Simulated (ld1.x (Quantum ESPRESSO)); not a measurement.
# u(r) = r·R(r): atom against pseudo-atom (B)

Columns: radius, all-electron u(r) and pseudo u(r) of the 2p shell (level -3.72 eV) of boron in the configuration [He] 2s2 2p1; LDA (PZ), scalar-relativistic, TM scheme, ld1.x (Quantum ESPRESSO) 7.5.

```csv
r (bohr),all-electron,pseudo
0.254,0.1268,0.0288
0.508,0.3128,0.1101
0.762,0.4598,0.2296
1.016,0.5560,0.3661
1.270,0.6076,0.4963
1.524,0.6247,0.5996
1.778,0.6175,0.6628
2.032,0.5943,0.6825
2.286,0.5613,0.6643
2.540,0.5229,0.6191
2.794,0.4820,0.5592
3.048,0.4406,0.4952
3.302,0.4001,0.4342
3.556,0.3614,0.3799
3.810,0.3250,0.3335
4.064,0.2911,0.2942
4.318,0.2599,0.2607
4.572,0.2315,0.2316
4.826,0.2056,0.2056
5.080,0.1823,0.1823
5.334,0.1613,0.1613
5.588,0.1426,0.1426
5.842,0.1258,0.1258
6.096,0.1109,0.1109
6.350,0.0976,0.0976
6.604,0.0859,0.0859
```

(1) How many radial nodes do the two functions have?

(2) At about which radius was the pseudo-wave matched?

(3) Where does each function peak?

(4) Is the pseudo-wave norm-conserving?

Results:

(1) The all-electron 2p function has n − l − 1 = 0; the pseudo-wave has 0.

(2) 5.08 bohr. The columns agree to 0.0005 from 4.57 bohr on; several derivatives are matched, so the curves merge somewhat inside the radius.

(3) Outermost all-electron maximum near 1.52 bohr, pseudo maximum near 2.03 bohr (to the table’s step).

(4) Yes: the TM scheme keeps the norm inside the radius equal to the all-electron one, which fixes the energy derivative of the logarithmic derivative at the level.
